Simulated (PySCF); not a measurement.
Silver: a sound run and one with changed settings

Sound run: Ag²⁺ [Kr] 4d9, Ag³⁺ [Kr] 4d8. All numbers are calculated (PySCF 2.14, scalar relativity through the core potential, in cc-pVTZ-PP with ECP28MDF (5s5p4d2f1g, 63 functions)). The sound run starts from symmetry-adapted Hartree-Fock orbitals and uses a fine grid where one is needed.

Changed run: 6 angular points. This setting is unsound on purpose.

```csv
species,method,sound run (hartree),changed run (hartree),converged
Ag²⁺,UHF,-145.09863,-145.09863,yes
Ag²⁺,PBE0,-145.83497,-150.23892,yes
Ag²⁺,M06-L,-145.95237,-156.61950,yes
Ag³⁺,UHF,-143.89003,-143.89003,yes
Ag³⁺,PBE0,-144.55873,-147.10273,yes
Ag³⁺,M06-L,-144.68642,-152.25962,yes
```

Ionisation energy of Ag²⁺:

```json
{"method": "UHF", "sound run (eV)": "32.888", "changed run (eV)": "32.888"}
```

A coarse angular grid integrates products of high-l functions wrongly, so density functionals can shift, and the SCF can exploit the error; Hartree-Fock and MP2 need no grid.

For comparison, NIST gives 34.8 ± 0.3 eV between the lowest levels.
